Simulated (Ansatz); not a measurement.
System: CH7OSi2, net charge 0, doublet state. It need not be the lowest isomer of its formula. 
Coordinates optimised at B3LYP-D3(BJ)/def2-TZVP (Ansatz, a quantum-chemistry and plane-wave program):
```
O
Si 1 1.6353
Si 1 1.6388 2 148.64
H 2 1.4786 1 108.33 3 179.92
H 2 1.4820 4 109.51 1 -120.29
H 2 1.4820 4 109.51 5 -119.41
H 3 1.4860 1 109.48 2 -59.46
H 3 1.4861 7 107.47 1 -118.82
C 3 1.8325 7 110.74 8 -121.09
H 9 1.0840 3 122.61 7 -120.71
H 9 1.0847 10 115.01 3 179.97
```
Charge 0, spin multiplicity 2.

Parts of the frozen-core correlation energy in STO-3G (Ansatz, hartree). Frozen orbitals: 12; correlated occupied orbitals by spin: 13 and 12; virtual: 10 and 11. Open shells are spin-unrestricted. No spin-orbit coupling. Non-relativistic.

| term | value |
|---|---|
| reference (HF) | -686.51891 |
| MP2 opposite-spin | -0.12930 |
| MP2 same-spin | ___ |
| CCSD correlation | ___ |
| (T) | ___ |
| T1 diagnostic | 0.010 |
| largest doubles amplitude | 0.040 |
| <S^2> of the reference | 0.766 |

**Question.** What belongs in the gaps?

**Answer.** 
- MP2 same-spin, value: -0.01622
- CCSD correlation, value: -0.19691
- (T), value: -0.00384
